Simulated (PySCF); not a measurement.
Compound: C7H10O2.
Structure used (PBE0-D3(BJ)/def2-SVP), in Å, numbered top down from 1:
```
atom  x, y, z in Å
C1     2.9569    0.8960    0.4542
C2     1.8167   -0.0195    0.1213
O3     1.6433   -1.1184    0.5760
O4     0.9842    0.5545   -0.7670
C5    -0.1363   -0.2103   -1.1332
C6    -1.3820    0.5708   -1.4547
C7    -1.2907   -0.2567   -0.2271
C8    -1.5021   -0.0940    1.2257
C9    -2.0503   -1.2999    0.4898
H10    2.5721    1.7748    0.9933
H11    3.4334    1.2627   -0.4657
H12    3.6837    0.3669    1.0801
H13    0.1166   -1.0967   -1.7245
H14   -1.3107    1.6567   -1.3402
H15   -1.9979    0.2287   -2.2919
H16   -0.6445   -0.2581    1.8840
H17   -2.2106    0.6689    1.5619
H18   -3.1311   -1.3548    0.3282
H19   -1.5548   -2.2601    0.6589
```

All values: PBE0/def2-SVPD (PySCF, non-relativistic), on one gas-phase PBE0-D3(BJ)/def2-SVP geometry that isn't relaxed in the solvent. The solvent is an IEF-PCM continuum (Bondi radii, 1.10 Å for H, scaled by 1.2). Specific hydrogen bonds and non-electrostatic terms are outside this model.

Gas phase at PBE0/def2-SVPD: HOMO -7.85 eV, LUMO 0.17 eV, dipole 1.75 D.

Task: What does the continuum do to the energy, the frontier levels and the dipole at PBE0/def2-SVPD in chloroform and water?

Result: 
```tsv
solvent	ε	E(solvent) − E(gas) (kJ/mol)	polarisation term (kJ/mol)	distortion of the solute (kJ/mol)	HOMO (eV)	LUMO (eV)	dipole (D)
chloroform	4.711	-16.36	-17.95	1.59	-7.86	0.11	2.18
water	78.36	-23.09	-26.45	3.36	-7.88	0.07	2.41
```

Polarisation term: ½ Σ q·V over the induced surface charges. Distortion: the rise of the solute's own energy as its density leaves the gas-phase optimum. The atom shares or the degeneracy of the HOMO differ from the gas phase in chloroform and water, so that column needn't follow one orbital. From chloroform to water the lowering changes by a factor 1.41, Onsager's factor (ε − 1)/(2ε + 1) by 1.38 and ε itself by 16.6.

Task: Which radius a makes the point-dipole formula ΔE = −[(ε − 1)/(2ε + 1)]·μ²/a³ give the value in water, with the gas-phase dipole?

Result: μ = 0.689 au and |ΔE| = 0.00879 Eh give a = 1.58 Å; the farthest nucleus lies 3.86 Å from the centroid of the nuclei, so such a sphere wouldn't even hold the nuclei. The formula assumes a rigid point dipole at the centre of a sphere.

Task: Give the dipole vector in the frame of the coordinates (D, pointing from negative to positive charge), gas and water.

Result: Gas (-0.35, 1.60, -0.63), solvent (-0.48, 2.18, -0.91). Its length changes by +38 % and its direction by less than 1°.

Task: How does the static polarisability (PBE0/def2-SVPD, frozen core, with the continuum's full static response) change?

Result: 
| medium | isotropic (au) | principal values (au) | ⟨r²⟩ of the electrons (bohr²) |
| --- | --- | --- | --- |
| gas | 85.7 | 74.3, 86.5, 96.3 | 1260.0 |
| chloroform | 104.8 | 92.4, 108.6, 113.3 | 1258.9 |
| water | 114.9 | 103.2, 119.7, 121.9 | 1258.4 |

The isotropic value in water is 1.34 times the gas-phase one; no cavity-field correction is applied. ⟨r²⟩ is taken about the centre of nuclear charge.

Cost: about 1.7 min of CPU time on one thread; the machine was shared, so the figure is rough. This is the whole response run at PBE0/def2-SVPD in water, SCF included.
